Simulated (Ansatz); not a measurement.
Consider the substitution at a C–O bond: `CC(C)O[Si]N` + `[OH][Mg][OH]` → `CC(C)[O][Mg][OH]` + `N[Si]O`.

Gas-phase electronic energies from Ansatz, PBE0-D4/def2-TZVP geometries. CCSD(T)/CBS adds triple-zeta CCSD(T) − MP2 to the extrapolated MP2 energy (def2 sets, frozen cores). This one scheme is used for every species. DFT in def2-TZVPP. B3LYP here is the variant with VWN-RPA as its local correlation; programs differ in this. HSE06 is defined as in plane-wave codes. For Mg outer-core shells are correlated without core-valence functions, which leaves a few kJ/mol of doubt a bond. One conformer a species, not always the lowest.

```csv
level,ΔE (kJ/mol),difference from CCSD(T)/CBS
LDA (SPW92),8.8,0.8
PBE-D4,10.1,2.1
revPBE-D4,11.1,3.1
BLYP-D4,11.3,3.3
r2SCAN-D4,10.5,2.5
PBE0-D4,9.9,1.9
B3LYP-D4,10.8,2.8
r2SCANh-D4,10.3,2.3
r2SCAN0-D4,10.0,2.0
HSE06-D4,9.7,1.7
BHLYP-D4,10.4,2.4
CAM-B3LYP-D4,10.7,2.7
ωB97X-V,11.0,3.0
ωB97M-V,10.2,2.2
B2PLYP,8.7,0.7
PBE-QIDH,9.5,1.5
PBE,7.3,-0.7
revPBE,6.5,-1.5
BLYP,6.1,-1.9
r2SCAN,9.5,1.5
PBE0,7.3,-0.7
B3LYP,6.5,-1.5
r2SCANh,9.2,1.2
r2SCAN0,8.8,0.8
BHLYP,6.5,-1.5
CAM-B3LYP,7.9,-0.1
LC-ωPBE,10.0,2.0
HF/def2-SVP,1.8,-6.2
MP2/def2-SVP,10.4,2.4
CCSD/def2-SVP,6.5,-1.5
CCSD(T)/def2-SVP,7.5,-0.5
HF/def2-TZVPP,5.0,-3.0
SCS-MP2/def2-TZVPP,10.5,2.5
CCSD/def2-TZVPP,8.1,0.1
CCSD(T)/def2-TZVPP,9.2,1.2
HF/def2-QZVPP,4.9,-3.1
SCS-MP2/def2-QZVPP,9.8,1.8
HF/CBS(def2),4.9,-3.1
MP2/CBS(def2),10.5,2.5
CCSD/CBS(def2),6.9,-1.1
CCSD(T)/CBS,8.0,0
```

Largest T1 diagnostic among the species: 0.014.

In def2-TZVPP, CCSD(T) changes the Hartree–Fock value by +4.2 kJ/mol (the triples alone add +1.1 kJ/mol) and MP2 by +6.7 kJ/mol. The D4 term adds +4.3 kJ/mol with B3LYP and +2.6 kJ/mol with PBE0; it sums over pairs of atoms, weighted by their polarisabilities, and B3LYP, whose exchange is more repulsive, gets the larger term.

CCSD(T)/CBS has its own doubt, a few kJ/mol and more with outer-core shells, so smaller differences from it don't rank the levels.
